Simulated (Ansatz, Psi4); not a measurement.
Two geometries of Ge(OH)4, H4GeO4, SMILES [OH][Ge]([OH])([OH])[OH], singlet, relaxed at B3LYP-D3(BJ)/def2-SVP with one dihedral held; other torsions can differ between them too.

Structure A

```
9

O     -0.5383     1.2563    -0.9509
Ge    -0.0899    -0.1576     0.0049
O      1.1410     0.1110     1.2395
O      0.5797    -1.3247    -1.1368
O     -1.5399    -0.6683     0.8737
H     -0.0973     1.2566    -1.8119
H      0.7457     0.3550     2.0879
H      1.2325    -1.9027    -0.7181
H     -2.3453    -0.4309     0.3935
```

Structure B

```
9

O     -0.5380     1.2336    -0.8164
Ge    -0.1267    -0.1986     0.1294
O      1.1211     0.0496     1.3478
O      0.4680    -1.3800    -1.0388
O     -1.5614    -0.6883     1.0403
H     -0.3744     1.0888    -1.7589
H      0.7326     0.2419     2.2124
H      1.0871    -2.0079    -0.6420
H     -2.3775    -0.4228     0.5947
```

Task: Which is lower in energy at the level CCSD(T) on RHF/cc-pVTZ, cores with 3d frozen // B3LYP-D3(BJ)/def2-SVP (Ansatz, a first-principles code), and by how much?

Result: A is lower, by 1.73 kJ/mol (dihedral O3–Ge2–O1–H6: 100° in A, 120° in B).

E(B) − E(A) in kJ/mol at the other levels, on the same two geometries: B3LYP/def2-TZVP // B3LYP-D3(BJ)/def2-SVP (Psi4) 1.69; B3LYP-D3(BJ)/def2-TZVP // B3LYP-D3(BJ)/def2-SVP (Psi4) 1.68; PBE/def2-TZVP // B3LYP-D3(BJ)/def2-SVP (Psi4) 1.70; PBE-D3(BJ)/def2-TZVP // B3LYP-D3(BJ)/def2-SVP (Psi4) 1.69; M06-2X/def2-TZVP // B3LYP-D3(BJ)/def2-SVP (Psi4) 1.63; RHF/cc-pVTZ // B3LYP-D3(BJ)/def2-SVP (Ansatz) 1.60; MP2 on RHF/cc-pVTZ, cores with 3d frozen // B3LYP-D3(BJ)/def2-SVP (Ansatz) 1.75; CCSD on RHF/cc-pVTZ, cores with 3d frozen // B3LYP-D3(BJ)/def2-SVP (Ansatz) 1.72.
